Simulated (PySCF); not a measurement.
# Reading the logs of faulty runs: GeH6NOSi cation

All numbers below are calculated, not measured. The program is PySCF 2.14.0, an open-source quantum chemistry code, run on an isolated molecule that a program drew, which may never have been made. The molecule is GeH6NOSi cation (charge +1, singlet), drawn as the SMILES string `[NH2][GeH2][O][SiH2+]`.

Each row is a Hartree-Fock (HF) and frozen-core CCSD(T) single point in the cc-pV(D+d)Z basis, meant for a local HF minimum. Run 1 is clean. Each other run has one planted mistake out of seven kinds, and not every kind appears here: one electron removed, one electron added, multiplicity raised by two, geometry at a saddle point, minimal basis STO-3G, one bond length entered in bohr, all coordinates scaled. The reference is restricted for singlets and unrestricted otherwise, and also for a bond in bohr. Adding or removing an electron swaps singlet and doublet. Electrons count all cores. HOMO and LUMO are orbital energies over both spins, the gradient is its largest component, and the lowest frequency (negative if imaginary) is given only where the gradient is small. Bond lengths are over the 9 bonds as drawn. T1 is the CCSD diagnostic: over 0.02 (restricted) or 0.045 (unrestricted) a single reference is doubtful. Germanium has the cc-pVDZ-PP basis, with a core potential (ECP10MDF) in place of its 10 inner electrons, and its 3s, 3p and 3d shells are frozen in CCSD(T).

Geometry of the clean run:
```xyz
10
GeH6NOSi cation, angstrom
N    -2.1078    0.9698    1.5932
Ge   -1.6867    0.6883   -0.1233
O     0.2024    0.4299   -0.0726
Si    1.5573    0.3362    0.6473
H    -2.6319    0.2660    2.0818
H    -2.4052    1.8879    1.8713
H    -2.1263   -0.6479   -0.6703
H    -1.7674    1.9129   -1.0019
H     1.6648    0.5192    2.0904
H     2.7517    0.0584   -0.1402
```

| run | electrons | basis functions | <S^2> | HOMO (eV) | LUMO (eV) | gradient (hartree/bohr) | lowest frequency (cm^-1) | mean bond (Å) | longest bond (Å) | T1 | HF (hartree) | CCSD(T) (hartree) | mistake |
|---|---|---|---|---|---|---|---|---|---|---|---|---|---|
| 1 | 66 | 104 | 0.000 | -15.47 | -4.03 | 1.3e-05 | 49 | 1.4642 | 1.907 | 0.0170 | -714.93244 | -715.52227 | no fault |
| 2 | 66 | 104 | 0.000 | -15.07 | -4.70 | 3.7e-02 | - | 1.6527 | 3.604 | 0.0249 | -714.84601 | -715.44995 | one bond length entered in bohr |
| 3 | 65 | 104 | 0.759 | -22.61 | -10.96 | 1.1e-01 | - | 1.4642 | 1.907 | 0.0169 | -714.45728 | -715.00062 | one electron removed |
| 4 | 66 | 104 | 2.029 | -9.41 | -7.06 | 1.5e-01 | - | 1.4642 | 1.907 | 0.0399 | -714.77320 | -715.33558 | ? |

**Which mistake was planted in run 4, and what did it cost?**

Electrons, basis and geometry are unchanged, and <S^2> is 2.029, beside S(S+1) = 2.00 for a multiplicity of 3. So the mistake is: multiplicity raised by two. Subtracting run 1 and multiplying by 627.51 kcal/mol a hartree, the energy moved by 99.9 kcal/mol in HF and 117.1 kcal/mol in CCSD(T).

